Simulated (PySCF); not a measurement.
BiS: frontier orbitals

PBE0 at R = 2.304 Å; basis Bi cc-pVTZ-PP with ECP60, S cc-pV(T+d)Z; scalar-relativistic core potentials; PySCF 2.14. State: ²Π (doublet), unpaired electrons π ↑. Only the outer orbitals are listed, counted within each symmetry, core potentials removing the inner ones.

```json
{"spin": "α", "orbital": "7σ", "occ.": "1", "ε (eV)": "-19.63", "on Bi (%)": "36", "main shells (%)": "62 S s, 32 Bi s"}
{"spin": "α", "orbital": "8σ", "occ.": "1", "ε (eV)": "-15.60", "on Bi (%)": "64", "main shells (%)": "61 Bi s, 32 S s"}
{"spin": "α", "orbital": "9σ", "occ.": "1", "ε (eV)": "-8.46", "on Bi (%)": "40", "main shells (%)": "57 S p, 35 Bi p"}
{"spin": "α", "orbital": "4π", "occ.": "1", "ε (eV)": "-8.06", "on Bi (%)": "33", "main shells (%)": "66 S p, 32 Bi p"}
{"spin": "α", "orbital": "4π", "occ.": "1", "ε (eV)": "-7.72", "on Bi (%)": "35", "main shells (%)": "64 S p, 33 Bi p"}
{"spin": "α", "orbital": "5π", "occ.": "1", "ε (eV)": "-5.37", "on Bi (%)": "69", "main shells (%)": "67 Bi p, 31 S p"}
{"spin": "α", "orbital": "5π", "occ.": "0", "ε (eV)": "-3.66", "on Bi (%)": "68", "main shells (%)": "66 Bi p, 32 S p"}
{"spin": "α", "orbital": "10σ", "occ.": "0", "ε (eV)": "-0.36", "on Bi (%)": "77", "main shells (%)": "71 Bi p, 28 S p"}
{"spin": "α", "orbital": "11σ", "occ.": "0", "ε (eV)": "2.40", "on Bi (%)": "108", "main shells (%)": "102 Bi s"}
{"spin": "β", "orbital": "7σ", "occ.": "1", "ε (eV)": "-19.37", "on Bi (%)": "32", "main shells (%)": "65 S s, 27 Bi s"}
{"spin": "β", "orbital": "8σ", "occ.": "1", "ε (eV)": "-14.98", "on Bi (%)": "67", "main shells (%)": "64 Bi s, 28 S s"}
{"spin": "β", "orbital": "9σ", "occ.": "1", "ε (eV)": "-8.30", "on Bi (%)": "40", "main shells (%)": "58 S p, 33 Bi p"}
{"spin": "β", "orbital": "4π", "occ.": "1", "ε (eV)": "-7.75", "on Bi (%)": "26", "main shells (%)": "73 S p, 24 Bi p"}
{"spin": "β", "orbital": "4π", "occ.": "1", "ε (eV)": "-7.23", "on Bi (%)": "25", "main shells (%)": "74 S p, 23 Bi p"}
{"spin": "β", "orbital": "5π", "occ.": "0", "ε (eV)": "-3.37", "on Bi (%)": "76", "main shells (%)": "75 Bi p, 23 S p"}
{"spin": "β", "orbital": "5π", "occ.": "0", "ε (eV)": "-2.71", "on Bi (%)": "78", "main shells (%)": "76 Bi p, 22 S p"}
{"spin": "β", "orbital": "10σ", "occ.": "0", "ε (eV)": "-0.13", "on Bi (%)": "78", "main shells (%)": "73 Bi p, 26 S p"}
```

Q: Which are the highest filled and the lowest empty level, where do they sit, and how wide is the gap?

A: Highest filled α 5π at -5.37 eV (in %: 67 Bi p, 31 S p); lowest empty α 5π at -3.66 eV (in %: 66 Bi p, 32 S p); the gap at PBE0 is 1.71 eV. Both belong to one degenerate shell, split only by its one-sided filling, so this is no excitation gap.

| Property | Result |
| --- | --- |
| bond order (Mayer) | 2.19 |
| ⟨S²⟩ | 0.763 |
| charge on Bi (Mulliken, basis-dependent) | 0.36 |
| charge on Bi (Löwdin, basis-dependent) | 0.19 |
| dipole moment (positive dipole means Bi(−)S(+)) | -3.18 D |
| polarisability along the bond | 90.3 bohr³ |
| polarisability across the bond | 43.7 bohr³ |

Shares are Mulliken populations and can fall outside 0 to 100 %.

These are scalar-relativistic numbers at best; spin–orbit coupling would shift them, the dissociation energy most. The state is the lowest determinant that a PBE0 search found; another state may lie lower at other levels.
